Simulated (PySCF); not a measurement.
Electron correlation in O⁺ (oxygen, charge +1)

[He] 2s2 2p2 3s1, high-spin 4P determinant (an excited configuration). Computed with PySCF 2.14 in dyall-av2z, with no relativity, point nucleus. Frozen: 1s2; 5 electrons correlated; the 8 highest virtual orbitals of each spin left out.

```tsv
level	correlation energy (mhartree)
CCSD	-99.62
(T)	-1.62
CCSD(T)	-101.24
CCSDT	-101.53
```

Diagnostics: T1 = 0.0075, D1 = 0.0197, largest double amplitude 0.117.

Question: Is a single reference adequate?

Answer: Mostly. T1 lies below 0.03, but a double amplitude of this size points to a near-degeneracy that CCSD handles and MP2 describes poorly.
